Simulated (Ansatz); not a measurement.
A nudged elastic band was laid between two geometries of FH₄NO₂Sn (9 atoms, charge 0, multiplicity 1).

The calculation used Ansatz, RKS B3LYP-D4/def2-SVP.

- movable images: 5
- climbing image: yes
- spring: 5.0 eV/Å²
- optimiser: quadratic models (default)
- start path: through a guess of the saddle point
- force threshold: 0.05 eV/Å
- iteration limit: 60
- end points: relaxed

Initial state:

```xyz
9
Properties=species:S:1:pos:R:3
N -0.816 0.485 -1.551
Sn 0.137 0.023 0.168
O 1.208 -1.597 -0.181
O -1.044 -0.252 1.730
F 1.283 1.474 0.789
H -0.903 1.493 -1.683
H -0.318 0.100 -2.355
H 1.333 -2.125 0.621
H -0.793 0.352 2.446
```

Final state:

```xyz
9
Properties=species:S:1:pos:R:3
N -0.484 0.800 -1.562
Sn 0.166 0.033 0.183
O 1.096 -1.682 -0.138
O -1.303 -0.006 1.508
F 1.514 1.133 1.052
H -0.287 0.182 -2.350
H -1.484 1.002 -1.543
H 1.858 -1.783 0.452
H -0.988 0.276 2.381
```

Task: What changes between the two ends?

Result: No bond is made or broken. The dihedral H7–N1–Sn2–O3 goes from -24 to 126°.

Task: What energy profile does the band end with?

Result: The run converged. The highest image is number 4 of 0 to 6, 0.2 kcal/mol above the first end and 0.4 kcal/mol above the last; the last end lies 0.1 kcal/mol below the first. A vibrational analysis at the climbing image gives one clearly imaginary mode, 54i cm⁻¹: a first-order saddle point.

```json
{"image": "0", "path coordinate (Å)": "0.00", "energy (kcal/mol)": "0.0", "dihedral H7–N1–Sn2–O3 (°)": "-24"}
{"image": "1", "path coordinate (Å)": "0.62", "energy (kcal/mol)": "0.1", "dihedral H7–N1–Sn2–O3 (°)": "1"}
{"image": "2", "path coordinate (Å)": "1.24", "energy (kcal/mol)": "0.0", "dihedral H7–N1–Sn2–O3 (°)": "21"}
{"image": "3", "path coordinate (Å)": "1.86", "energy (kcal/mol)": "0.1", "dihedral H7–N1–Sn2–O3 (°)": "48"}
{"image": "4", "path coordinate (Å)": "2.48", "energy (kcal/mol)": "0.2", "dihedral H7–N1–Sn2–O3 (°)": "75"}
{"image": "5", "path coordinate (Å)": "3.11", "energy (kcal/mol)": "0.1", "dihedral H7–N1–Sn2–O3 (°)": "102"}
{"image": "6", "path coordinate (Å)": "3.73", "energy (kcal/mol)": "-0.1", "dihedral H7–N1–Sn2–O3 (°)": "126"}
```

Task: What is the geometry of the highest image?

Result: 
```xyz
9
Properties=species:S:1:pos:R:3:forces:R:3
N -0.692 0.861 -1.412 0.01 -0.01 0.01
Sn 0.209 0.027 0.199 -0.01 0.01 -0.02
O 1.259 -1.591 -0.230 0.01 0.01 0.00
O -1.067 -0.386 1.651 0.00 0.01 0.00
F 1.442 1.334 0.938 0.00 0.00 0.00
H -0.060 0.921 -2.212 -0.02 -0.01 0.02
H -1.507 0.315 -1.697 0.02 0.00 -0.01
H 1.734 -1.924 0.545 -0.01 0.00 0.00
H -1.229 0.396 2.200 0.01 -0.01 0.00
```

Run time: 3 min on 2 threads of Arm Neoverse N1, on a shared host, peak memory 0.24 GiB.
